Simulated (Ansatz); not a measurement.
Ansatz (an electronic-structure program) input for Al(Cl)2(NH3) (AlCl2H3N), SMILES [Al+](<-[NH3])([Cl])[Cl] (connectivity only; charge and spin as stated), charge +1, multiplicity 1, PBE-D3(BJ)/def2-SVP. 

Ansatz 0.2 input:
```yaml
crystal:
  periodic: [false, false, false]
  atoms:
    - {symbol: Al, position_ang: [-0.00101081, -0.06271498, -0.01669313]}
    - {symbol: Cl, position_ang: [1.30851199, 0.98591222, -1.17101646]}
    - {symbol: Cl, position_ang: [-1.31866276, 0.28712213, 1.49636527]}
    - {symbol: N, position_ang: [0.01807061, -1.96783015, -0.49967097]}
    - {symbol: H, position_ang: [-0.51839622, -2.16051956, -1.35817819]}
    - {symbol: H, position_ang: [-0.38935712, -2.56961085, 0.22960135]}
    - {symbol: H, position_ang: [0.96696292, -2.32134776, -0.68764559]}
basis:
  gaussian:
    orbitals: def2-SVP
hamiltonian:
  xc: pbe
  dispersion: d3bj
total_charge: 1
relax: {f_tol: 0.002, max_steps: 200}
```

Output:

```
WARN ansatz: RAYON_NUM_THREADS=1 ignored (pool sized by the plan → 1); use --threads N
Functional definition: PBE
integrals: 0.03 GiB planned
929 factors; their error is unknown
mean field: 0.18 GiB planned
mean field evaluation 1: about -33140.9549 eV, gradient 7.4e1 eV
mean field evaluation 2: about -33125.0268 eV, gradient 1.1e2 eV
mean field evaluation 4: about -33151.8759 eV, gradient 4.6e0 eV
mean field evaluation 8: about -33151.9247 eV, gradient 1.7e-1 eV
mean field evaluation 16: about -33151.8686 eV, gradient 1.6e-4 eV
mean field -33151.86864050 eV, -1218.3087013948 hartree, gradient 2.3e-5 eV, S^2 0.000000; 0 other end points of the search recorded, 0 dependent functions left out
the calculation of the forces begins
reference -33151.86867463 eV, -1218.3087026490 hartree; 28, 28 occupied and 55, 55 virtual orbitals, 929 factors
relax step   1: F+E_penalty+E_count = -33152.02662010 eV  Δ(F+E_penalty+E_count) = +0.000e0 eV  max|allowed force component| = 2.893e-1 eV/Å  Δτ_max = 0.0000 Å  (26 SCF iters, accepted)
these checks for a lower state are left out or cut short: starts, cluster_reference, orbital_swaps, neighbouring_geometries, increment
integrals: 0.03 GiB planned
929 factors; their error is unknown
mean field: 0.18 GiB planned
mean field -33151.88177972 eV, -1218.3091842521 hartree, gradient 1.3e-5 eV, S^2 0.000000; 0 other end points of the search recorded, 0 dependent functions left out
the calculation of the forces begins
reference -33151.88181390 eV, -1218.3091855082 hartree; 28, 28 occupied and 55, 55 virtual orbitals, 929 factors
relax step   2: F+E_penalty+E_count = -33152.03819124 eV  Δ(F+E_penalty+E_count) = -1.157e-2 eV  max|allowed force component| = 1.421e-1 eV/Å  Δτ_max = 0.0241 Å  (27 SCF iters, accepted)
these checks for a lower state are left out or cut short: starts, cluster_reference, orbital_swaps, neighbouring_geometries, increment
integrals: 0.03 GiB planned
929 factors; their error is unknown
mean field: 0.18 GiB planned
mean field evaluation 32: about -33151.8827 eV, gradient 1.4e-5 eV
mean field -33151.88270411 eV, -1218.3092182227 hartree, gradient 1.4e-5 eV, S^2 0.000000; 0 other end points of the search recorded, 0 dependent functions left out
the calculation of the forces begins
reference -33151.88273827 eV, -1218.3092194783 hartree; 28, 28 occupied and 55, 55 virtual orbitals, 929 factors
relax step   3: F+E_penalty+E_count = -33152.03907937 eV  Δ(F+E_penalty+E_count) = -8.881e-4 eV  max|allowed force component| = 3.939e-2 eV/Å  Δτ_max = 0.0041 Å  (28 SCF iters, accepted)
these checks for a lower state are left out or cut short: starts, cluster_reference, orbital_swaps, neighbouring_geometries, increment
integrals: 0.03 GiB planned
929 factors; their error is unknown
mean field: 0.18 GiB planned
mean field -33151.88281094 eV, -1218.3092221490 hartree, gradient 1.9e-5 eV, S^2 0.000000; 0 other end points of the search recorded, 0 dependent functions left out
the calculation of the forces begins
reference -33151.88284511 eV, -1218.3092234045 hartree; 28, 28 occupied and 55, 55 virtual orbitals, 929 factors
relax step   4: F+E_penalty+E_count = -33152.03913397 eV  Δ(F+E_penalty+E_count) = -5.460e-5 eV  max|allowed force component| = 3.022e-3 eV/Å  Δτ_max = 0.0020 Å  (20 SCF iters, accepted)
these checks for a lower state are left out or cut short: starts, cluster_reference, orbital_swaps, neighbouring_geometries, increment
integrals: 0.03 GiB planned
929 factors; their error is unknown
mean field: 0.18 GiB planned
mean field -33151.88281335 eV, -1218.3092222373 hartree, gradient 2.5e-5 eV, S^2 0.000000; 0 other end points of the search recorded, 0 dependent functions left out
the calculation of the forces begins
reference -33151.88284751 eV, -1218.3092234929 hartree; 28, 28 occupied and 55, 55 virtual orbitals, 929 factors
relax step   5: F+E_penalty+E_count = -33152.03913500 eV  Δ(F+E_penalty+E_count) = -1.028e-6 eV  max|allowed force component| = 5.365e-4 eV/Å  Δτ_max = 0.0004 Å  (17 SCF iters, accepted)
integrals: 0.03 GiB planned
929 factors; their error is unknown
mean field: 0.18 GiB planned
mean field -33151.88281335 eV, -1218.3092222373 hartree, gradient 2.5e-5 eV, S^2 0.000000; 1 other end points of the search recorded, 0 dependent functions left out
the calculation of the forces begins
reference -33151.88284751 eV, -1218.3092234929 hartree; 28, 28 occupied and 55, 55 virtual orbitals, 929 factors
Total energy: -33152.03916916 eV, -1218.3149682075 hartree
Atom 0 at    -0.000577    -0.053515    -0.014142 Å, force     0.000043     0.000157     0.000007 eV/Å
Atom 1 at     1.319365     1.006489    -1.178089 Å, force     0.000147    -0.000045    -0.000167 eV/Å
Atom 2 at    -1.330195     0.301217     1.511690 Å, force    -0.000198    -0.000148     0.000157 eV/Å
Atom 3 at     0.018226    -1.975765    -0.501698 Å, force    -0.000007    -0.000191    -0.000536 eV/Å
Atom 4 at    -0.522491    -2.170480    -1.366302 Å, force    -0.000011     0.000157     0.000279 eV/Å
Atom 5 at    -0.391805    -2.583287     0.232329 Å, force     0.000182     0.000074    -0.000020 eV/Å
Atom 6 at     0.973596    -2.333648    -0.691025 Å, force    -0.000156    -0.000004     0.000281 eV/Å
Dipole moment:     0.010221    -1.480906    -0.384441 e Å
```

Self-consistency was reached.

Cost: around 13 core-seconds (rough).
